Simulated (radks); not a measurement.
Numerical settings for neutral palladium, [Kr] 4d10. All-electron calculation, scalar-relativistic Kohn-Sham, PBE, spin-polarised, spherical densities, finite nucleus; Fermi nuclear charge, rms radius 4.5318 fm. Program: a radial shooting solver on a logarithmic mesh with Libxc functionals. The defaults (mesh step 0.008 in ln r, mesh end at 40 bohr or more with all orbitals vanishing there, Anderson mixing 0.5 over 9 steps, residual threshold near 1e-9 with the energy settled to 1e-9 hartree or 1e-11 of itself, here a cap of 76 iterations) give E = -5045.7944 hartree and 4d at -4.048 eV in 16 iterations. Run on one thread of a shared host, so times are rough (Arm Neoverse N1): 0.28 s of CPU time, 0.28 s wall, 16 iterations on 2381 mesh points. Changes against that run (0 stands for a change within the tolerance of the run):

setting                    iterations         converged  E (mhartree)  e(4d) (meV)  CPU (s)
mesh step in ln r 0.2               4                no      diverged            -     0.01
mesh step in ln r 0.08             50                no      diverged            -     0.22
mesh step in ln r 0.02             16               yes             0            0     0.13
mesh end (bohr) 3                  14  level above zero     +1.05e+03    +1.32e+04     0.19
mesh end (bohr) 1                  13  level above zero     +1.88e+05    +4.85e+05     0.16
residual threshold 1e-16           76                no             0            0     0.68
residual threshold 0.01            11               yes             0       +0.524     0.21
mixing 2.5                         29               yes             0            0     0.44
linear mixing, mixing 0.8          53                no      diverged            -      1.6
linear mixing, mixing 1            18                no      diverged            -     0.67
mixing history 2                   29               yes             0            0     0.43
iteration cap 2                     2                no          +227    -9.83e+03     0.05

Settled on a wrong energy, with an occupied level pushed above zero by the early mesh end: mesh end (bohr) 3 (+1.05 hartree); mesh end (bohr) 1 (+188 hartree). Apart from these: no run marked as converged misses the energy by more than 1 mhartree. A mesh that ends early acts as a hard wall.
